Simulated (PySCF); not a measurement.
Distances in Å between the heavy atoms of a computed structure (PBE0-D3(BJ)/def2-SVP; lower triangle, same order across):
```
C1    0.00
C2    1.53  0.00
C3    2.55  1.53  0.00
Si4   2.81  1.87  2.83  0.00
N5    4.32  3.04  3.38  1.69  0.00
P6    3.43  3.34  3.86  2.41  3.31  0.00
```

Hydrogens: 3 on C1, 1 on C2, 3 on C3, 1 on Si4, 2 on N5, 3 on P6.

Charge +1, singlet.

(1) Read off the bonds between heavy atoms and their formal orders.

(2) Which species is it?

(3) Classify the heavy atoms.

Results:

(1) C1–C2 (single); C2–C3 (single); C2–Si4 (single); Si4–N5 (single); Si4–P6 (single).

(2) `CC(C)[SiH](N)[PH3+]`, [C3H13NPSi]+. The mark at the stereocentre is left out: distances alone don't tell a structure from its mirror image. Among its features: Si–H bond and C–Si bond.

(3) C1: methyl carbon; C2: sp3 carbon bound to silicon; C3: methyl carbon; Si4: SiH silicon; N5: silicon-bound nitrogen; P6: phosphorus bonded to Si and 3 H.

Shape of the structure used: `[CH3:1][CH:2]([CH3:3])[Si@@H:4]([NH2:5])[PH3+:6]`: C1–C2–Si4–N5 -166°, H–N5–Si4–C2 -154°, H–N5–Si4–C2 26°.
